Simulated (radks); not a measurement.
Problem. These are the eigenvalues of the occupied orbitals of an atom or ion with whole-number occupations (hartree). Calculated with a radial shooting solver on a logarithmic mesh with Libxc functionals: scalar-relativistic Kohn-Sham, BLYP, spin-polarised, spherical densities, point nucleus.

| orbital | eigenvalue |
|---|---|
| 1s up | -327.8005 |
| 1s down | -327.8004 |
| 2s up | -41.56741 |
| 2s down | -41.49118 |
| 2p up | -36.21547 |
| 2p down | -36.15788 |
| 3s up | -6.63353 |
| 3s down | -6.48665 |
| 3p up | -5.05003 |
| 3p down | -4.90626 |
| 3d up | -2.49164 |
| 3d down | -2.35310 |
| 5f up | -0.29819 |

Which element is it, and in what charge state? The configuration may be excited. Open shells, if any, are filled with parallel spins first.

Solution. Z = 29, copper, charge +3: Cu3+ in [Ar] 3d7 5f1. The list shows which subshells hold electrons but not how many an open one holds; the 1s level, -327.8 hartree, gives Z - s = 25.6 by -(Z - s)^2/2, which with screening and relativity narrows Z to a few neighbours, and the depths of the outer levels then fix element, charge and occupations together.
